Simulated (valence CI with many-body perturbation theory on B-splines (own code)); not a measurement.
# Eu³¹⁺: key properties

Method: relativistic CI+MBPT: four valence electrons over a frozen Dirac-Fock core [Ar] 3d10, a basis of 11 s, 11 p, 9 d, 7 f, 5 g, 2 h, 1 i functions for each j, with the one-electron correlation potential Σ1, the two-electron term Σ2, the three-electron term Σ3, Breit, model QED; selected CI, second order for the rest (own B-spline code, finite nucleus).

No measured spectrum was set against this ion. As an estimate, large intervals hold to a few tenths of a per cent, small ones and those within an open d or f shell to about a per cent.

Levels are named by their leading jj configuration (3d3/2^4 stands for four electrons in 3d with j = 3/2), which in mixed levels can hold well under half, so a name can repeat and another be missing.

Rates and lifetimes use the calculated energies. Strong lines usually hold to 10 to 20 %, long lifetimes can be off by a factor of two.

Q: What is the ground level?

A: (4s^2 4p1/2^2) J=0, composition 73 % 4s2 4p2 3P + 26 % 4s2 4p2 1S.

Q: Where does the other parity begin?

A: At (4s 4p1/2^2 4p3/2) J=2, 852470 cm⁻¹.

Q: How well does LS coupling describe the low levels?

A: Among the lowest 20 levels the leading LS term, summed over configurations, holds 58 % on average. For single configurations the figures are 55 % in LS and 85 % in jj coupling. Terms mix most in the J = 1 level at 1594500 cm⁻¹, where the leading one holds 29 %.

Q: Among levels below 2421200 cm⁻¹, which E1 lines absorb most strongly from the ground level?

A: to (4s^2 4p1/2 4d3/2) J=1 at 7.354 nm, f = 1.15; to (4s 4p1/2^2 4p3/2) J=1 at 10.58 nm, f = 0.462; to (4s 4p1/2 4p3/2^2) J=1 at 7.722 nm, f = 0.306.

Q: Name the longest-lived excited levels whose lifetime is computed, and their main decay.

A: (4s^2 4p1/2 4p3/2) J=2 at 320810 cm⁻¹ lives 214 μs, mostly by E2 to (4s^2 4p1/2^2) J=0; (4s^2 4p3/2 4d5/2) J=4 at 1623200 cm⁻¹ lives 3.45 μs, mostly by M1 to (4s^2 4p1/2 4d5/2) J=3; (4s^2 4p1/2 4p3/2) J=1 at 294160 cm⁻¹ lives 3.00 μs, mostly by M1 to (4s^2 4p1/2^2) J=0.

Q: What is the ionisation energy?

A: 1251 eV; NIST lists 1249 ± 4 eV (theoretical).

Q: What are the static dipole polarisabilities of the lowest levels?

A: (4s^2 4p1/2^2) J=0 0.0780; (4s^2 4p1/2 4p3/2) J=1 0.0866 (tensor 0.0033); (4s^2 4p1/2 4p3/2) J=2 0.0861 (tensor 0.0056) bohr³, of which the core gives 0.00490.
